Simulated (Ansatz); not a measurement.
Basis-set extrapolation for C₂H₃F₂NOSi, SMILES `C[Si](F)(F)N=C=O` (PBE0-D4/def2-TZVP geometry, frozen core, Ansatz). Multiplicity 1, RHF reference.

```tsv
	def2-TZVPP	def2-QZVPP
HF	-695.021626	-695.049830
MP2 correlation	-1.343996	-1.454960
CCSD(T) correlation	-1.408690	not run
```

Energies in hartree. Use E(X) = E(∞) + A·exp(−7.88·√X) for Hartree–Fock and E(X) = E(∞) + B·X^(−2.97) for correlation, with X = 3 and 4, and add CCSD(T) minus MP2 of the smaller set to the MP2 limit.

What is the CCSD(T) energy at the basis-set limit?

HF limit: -695.049830 + (-0.028204) × 0.13774 = -695.05371. MP2 limit: -1.454960 + (-0.110964) × 0.74074 = -1.53716. Higher-order term: -1.408690 − (-1.343996) = -0.06469. Total: -696.65556 hartree, 591.4 kJ/mol below CCSD(T)/def2-TZVPP.
